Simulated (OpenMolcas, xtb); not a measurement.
How methods differ on CH7BGe (SMILES C[BH][GeH3])

CH7BGe: 10 atoms, total charge 0, spin state singlet. SMILES: `C[BH][GeH3]`. The shape is that of a PBE0-D4/def2-TZVP optimisation.

Quantity: the HOMO–LUMO gap, in eV. The values are calculated.

```
          level            kind     program  value (eV)   CPU time
       GFN2-xTB  semi-empirical         xtb        3.18  under 2 s
       GFN1-xTB  semi-empirical         xtb        2.94  under 2 s
    HF/def2-SVP    Hartree–Fock  OpenMolcas       12.60       15 s
 SVWN5/def2-SVP             LDA  OpenMolcas        3.78       37 s
   PBE/def2-SVP             GGA  OpenMolcas        3.94       46 s
 M06-L/def2-SVP        meta-GGA  OpenMolcas        4.78       65 s
  TPSS/def2-SVP        meta-GGA  OpenMolcas        4.27       57 s
 B3LYP/def2-SVP   global hybrid  OpenMolcas        5.73       47 s
B2PLYP/def2-SVP   double hybrid  OpenMolcas        8.58       33 s
```

All-electron rows without a relativistic Hamiltonian named are non-relativistic. The values span 2.94 to 12.60 eV. Orbital gaps aren't excitation energies, and those of double hybrids come from the SCF part alone; they tend to grow with the share of exact exchange. Times are those of the runs behind each value, whatever else they computed, on shared processors of several kinds: orders of magnitude only.
